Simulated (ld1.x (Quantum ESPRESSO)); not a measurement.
What one change does to a pseudopotential (Ca, TM)

ld1.x (Quantum ESPRESSO) 7.5 input, shortened:

```
&input
   title='Ca', zed=20., rel=1, dft='BLYP', iswitch=3,
   config='[Ar] 3d0 4s1 4p0'
 /
 &inputp
   pseudotype=2, tm=.true., lloc=0,
   nlcc=.true., new_core_ps=.true., rcore=2.20
 /
3
4P  2  1   0.00   0.00  4.15  4.15  0.0
3D  3  2   0.00   0.00  2.30  2.30  0.0
4S  1  0   1.00   0.00  3.15  3.15  0.0
 &test
   configts(1)='3d0 4s1 4p0'
 /
```

All-electron outer shells of the reference configuration (BLYP, scalar-relativistic, ld1.x):

```csv
shell,level (eV),outermost node (bohr),outermost maximum (bohr)
3p,-34.67,0.42,1.04
4s,-8.99,1.42,3.09
3d,-8.27,–,1.24
4p,-5.90,1.60,3.83
```

Change: all radii but the core radius scaled by about 0.93 (s 2.92, p 3.84, d 2.14 bohr).

Cutoffs: the cutoffs (Ry, on a coarse ladder) from which the occupation-weighted sum of valence levels, in a spherical-Bessel basis at the reference potential, stays within 10 and 1 mRy of its value at 400 Ry; they do not see the model core or the augmentation charge, which bear on the density cutoff. Errors are all-electron minus pseudo energies relative to the spin-unpolarised reference configuration.

Question: How do hardness, ghosts and transferability respond?

Answer: Both files are so soft that the ladder of cutoffs tells neither apart; the errors of the 7 common tests hardly move; neither file shows a bound ghost.

```tsv
quantity	base	changed
cutoff, loose	6 Ry	6 Ry
cutoff, tight	10 Ry	10 Ry
bound ghosts	none	none
error for 3d0 4s2 4p0, meV [ΔE -6.23 eV]	+0.2	+0.2
error for 3d0 4s1.5 4p0, meV [ΔE -3.79 eV]	-0.1	-0.1
error for 3d0 4s1 4p1, meV [ΔE -3.76 eV]	+2.2	+2.3
error for 3d0.5 4s1.5 4p0, meV [ΔE -5.18 eV]	-51	-55
error for 3d1 4s1 4p0, meV [ΔE -3.95 eV]	-136	-146
error for 3d1 4s0 4p0, meV [ΔE 1.49 eV]	-211	-230
error for 3d0 4s0 4p1, meV [ΔE 3.13 eV]	-6.0	-6.6
```

Base: The cutoffs count occupied waves only; the empty 3d level needs 35 Ry at the loose tolerance. Changed file: The cutoffs count occupied waves only; the empty 3d level needs 40 Ry at the loose tolerance.
